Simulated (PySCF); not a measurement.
## Excitation energy of Bi⁺ by level of theory

Bi⁺ [Xe] 4f14 5d10 6s2 6p2 (3P) → Bi⁺ [Xe] 4f14 5d10 6s1 6p2 6d1 (high-spin determinant), as a difference of total energies. Computed with PySCF 2.14 in aug-cc-pwCVDZ-PP with ECP60MDF, with a scalar-relativistic core potential. Correlated levels: valence: 5s2 5p6 5d10 frozen. The calculations carry no spin-orbit coupling.

```json
{"method": "UHF", "excitation energy (cm⁻¹)": "133810"}
{"method": "MP2 (valence)", "excitation energy (cm⁻¹)": "139050"}
{"method": "SCS-MP2 (valence)", "excitation energy (cm⁻¹)": "140810"}
{"method": "CCSD (valence)", "excitation energy (cm⁻¹)": "138310"}
{"method": "CCSD(T) (valence)", "excitation energy (cm⁻¹)": "137970"}
```

Spin-orbit coupling is strong in these open shells (close to jj coupling). The scalar numbers leave it out and a first-order estimate fails, so it can dominate the gap to the real levels.

The upper state lies above the first ionisation limit.

The promoted electron is Rydberg-like, and one or two diffuse shells describe it only roughly, which tends to raise the upper state.

The coupled-cluster amplitudes are large for the upper state (T1 above 0.03 or a double amplitude above 0.15), so a single reference is strained.

The determinant of the upper state mixes LS terms, which raises its energy above the lowest term, most at the Hartree-Fock and MP2 levels.
